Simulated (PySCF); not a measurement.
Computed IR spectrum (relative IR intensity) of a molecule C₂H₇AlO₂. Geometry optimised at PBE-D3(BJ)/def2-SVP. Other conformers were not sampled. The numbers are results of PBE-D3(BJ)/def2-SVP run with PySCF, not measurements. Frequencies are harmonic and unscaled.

Lines under 2 % of the strongest are left out, and lines within 2 cm⁻¹ are merged.

```csv
ν (cm⁻¹),relative intensity
113,4.3
172,5.8
310,12
457,38
617,3.2
643,21
767,49
1140,6.7
1142,8.3
1216,87
1220,100
1422,2.6
1430,3.5
1440,6.8
1974,35
2901,13
2907,50
2974,38
2978,2.2
2988,26
```

Question: Pick the molecule that these values belong to.
A. C[O][AlH][O]C
B. C[CH2][Al]([OH])[OH]
C. CC[O][AlH][OH]
D. C[O][Al]([CH3])[OH]

Answer: A, C[O][AlH][O]C
